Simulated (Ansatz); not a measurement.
Two isomers of CH8O2Si2: A = `C[Si](O)(O)[SiH3]`, B = `OC[SiH2]O[SiH3]`.

Isolated molecules relaxed with PBE0-D4/def2-TZVP in Ansatz; ΔE leaves out vibrations. CCSD(T)/CBS adds triple-zeta CCSD(T) − MP2 to the extrapolated MP2 energy (def2 sets, frozen cores). DFT in def2-TZVPP. B3LYP here is the variant with VWN-RPA as its local correlation; programs differ in this. One conformer a species, not always the lowest.

(1) Which isomer does CCSD(T)/CBS put lower? Give the gap. (Estimate.)

(2) Give E(B) − E(A) in kcal/mol with CCSD(T)/def2-TZVPP, ωB97M-V, B3LYP-D4, B3LYP, PBE0-D4, r2SCAN-D4, B2PLYP. (An estimate is asked.)

Largest T1 diagnostic: 0.012.

Results:

(1) Ansatz gave: A, by 26.5 kcal/mol.

(2) Computed: CCSD(T)/def2-TZVPP 25.7, ωB97M-V 25.2, B3LYP-D4 25.0, B3LYP 25.0, PBE0-D4 28.9, r2SCAN-D4 28.4, B2PLYP 25.1. None reverses the order clearly.

In def2-TZVPP, CCSD(T) changes the Hartree–Fock value by +6.3 kcal/mol (the triples alone add +0.8 kcal/mol) and MP2 by +6.6 kcal/mol. From PBE to PBE0 (25 % exact exchange), in def2-TZVPP and without D4, E(B) − E(A) moves by −1.0 kcal/mol.
